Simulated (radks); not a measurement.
Results of a calculation; reference values are marked as such.
Ionisation of neutral rhodium, [Kr] 4d8 5s1, to [Kr] 4d8 as the strength of local exchange is varied. Code: a radial shooting solver on a logarithmic mesh with Libxc functionals. Model: Dirac Kohn-Sham, Slater X-alpha exchange (alpha = 2/3 is LDA exchange), no correlation, spin-unpolarised, spherical densities, finite nucleus; open shells are shared between the two j in proportion to 2j + 1; Fermi nuclear charge, rms radius 4.4945 fm.

alpha  E(Rh) (hartree)  exchange (hartree)  IE (eV)  -e of the level emptied (eV)  <r> of it (bohr)
0.667      -4776.16742          -129.87939    6.829                 3.674 (5s1/2)             3.346
0.749      -4792.16178          -146.34294    7.275                 4.079 (5s1/2)             3.268
0.914      -4824.51005          -179.79757    8.209                 4.948 (5s1/2)             3.122
0.987      -4838.89169          -194.73755    8.638                 5.354 (5s1/2)             3.061
1.042      -4849.75549          -206.04977    8.968                 5.668 (5s1/2)             3.017

NIST Atomic Spectra Database: 7.459 eV (measured). The Delta-SCF value meets it near alpha = 0.78. Spin polarisation and multiplet splitting are left out, so open shells lie too high by an amount that depends on their filling. Sharing an open shell by 2j + 1 raises it above the true ground level by a part of the spin-orbit splitting, which enters the differences from NIST.

Beside tabulated values, note that spin-unpolarised runs miss the spin-polarisation part of the exchange energy of open shells.
